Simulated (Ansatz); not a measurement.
Mulliken charges of C$_{2}$H$_{5}$BO$_{2}$ (`CB(O)C=O`) from PBE/def2-TZVPP in Ansatz (PBE0-D4/def2-TZVP geometry).

| atom | x (Å) | y (Å) | z (Å) | charge (e) |
| --- | --- | --- | --- | --- |
| C1 | -1.017 | -0.609 | 0.802 | -0.353 |
| B2 | 0.291 | -0.165 | 0.087 | 0.153 |
| O3 | 1.484 | -0.735 | 0.330 | -0.214 |
| C4 | 0.364 | 1.015 | -1.023 | 0.071 |
| O5 | 1.436 | 1.281 | -1.524 | -0.237 |
| H6 | -1.505 | 0.246 | 1.283 | 0.105 |
| H7 | -0.856 | -1.386 | 1.549 | 0.109 |
| H8 | -1.741 | -0.980 | 0.066 | 0.106 |
| H9 | 2.159 | -0.310 | -0.224 | 0.202 |
| H10 | -0.532 | 1.591 | -1.344 | 0.057 |

**Question.** By hand: the dipole of these point charges (1 e Å = 4.8032 D).

**Answer.** Σ q r = (-0.259, -0.086, 0.137) e Å, of length 0.305 e Å = 1.46 D.

**Question.** How does the dipole of the full density compare? (An estimate is asked.)

**Answer.** Ansatz gave: (-0.316, -0.008, 0.078) e Å, 1.56 D; the point charges give 0.94 times that, at 20° from its direction.

Point charges leave out the atoms' own dipoles, such as those of lone pairs, and Mulliken's split depends on the basis, so the two needn't agree.
